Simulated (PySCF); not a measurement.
**Working out the ionisation energy of O²⁺**

O²⁺ [He] 2s2 2p2 (3P) → O³⁺ [He] 2s2 2p1 (2P). Calculation: PySCF 2.14, in aug-cc-pCVTZ-DK with one added diffuse shell each of s, p, d, f type (8s7p5d3f, 75 functions); the spin-free X2C one-electron Hamiltonian (Gaussian nucleus). Frozen: 1s2. Energies in hartree (1 hartree = 27.21139 eV):

```json
{"part": "UHF", "O²⁺ (lower)": "-73.153806", "O³⁺ (upper)": "-71.148070"}
{"part": "CCSD correlation", "O²⁺ (lower)": "-0.099512", "O³⁺ (upper)": "-0.092820"}
{"part": "(T)", "O²⁺ (lower)": "-0.001381", "O³⁺ (upper)": "-0.000992"}
```

Problem. What does Hartree-Fock give?

Solution. (-71.148070) − (-73.153806) = 2.005736 hartree = 54.579 eV.

Problem. What do CCSD and CCSD(T) give?

Solution. The CCSD correlation energies differ by 0.006692 hartree = 0.182 eV and the triples by 0.000389 hartree = 0.011 eV, so CCSD gives 54.761 eV and CCSD(T) 54.772 eV.

A first-order spin-orbit estimate adds -0.005 eV to CCSD(T) (valence), giving 54.767 eV against 54.936 eV (semi-empirical (NIST evaluation); NIST Atomic Spectra Database, ionization energies).

What remains against the reference includes basis incompleteness, the frozen core and higher excitations.
